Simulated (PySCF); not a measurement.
1-chloro-1,3-difluorobuta-1,2-diene (C4H3ClF2), SMILES C(=C=C(C)F)(F)Cl.

Coordinates come from a B3LYP-D3(BJ)/def2-SVP optimisation.

Two levels are set side by side: PBE/def2-TZVP (PySCF) and ωB97X/def2-TZVP (PySCF). Same geometry, gas phase. Differences are taken from unrounded values.

```tsv
quantity	ωB97X
orbital gap (eV)	11.45
highest occupied level (eV)	-10.12
lowest empty level (eV)	1.33
dipole moment (D)	2.35
mean polarisability (bohr³)	65.0
```

### Question
What does PBE give, and how far is it from ωB97X? (Estimate from the structure and the level; the computed values follow.)

### Answer

```csv
quantity,PBE,PBE minus ωB97X
orbital gap (eV),4.68,-6.78
highest occupied level (eV),-6.50,3.62
lowest empty level (eV),-1.83,-3.16
dipole moment (D),2.18,-0.17
mean polarisability (bohr³),68.1,3.0
```

PBE's occupied levels lie high since its potential decays too fast outside the molecule; exact exchange lowers them and widens the gap. Loosely held outer electrons make PBE densities more polarisable. Differences between two approximate levels are no errors against the true value.

Rough cost on one machine, each run with all the roots and properties that it gave: ωB97X against PBE within a factor of 2.
